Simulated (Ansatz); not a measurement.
Harmonic frequencies (cm⁻¹) at PBE0-D4/def2-TZVP from Ansatz: 164, 202, 260, 339, 391, 759, 819, 846, 892, 984, 2318, 3918.

Each molecule was computed in one conformer, which needn't be the lowest.

Problem. Which molecule is it?
A. `C1[O][Zn][S]1`
B. `O=C1N[SiH]1F`
C. `F[SiH]1[SiH2]S1`
D. `O[SiH](F)I`

Solution. D.
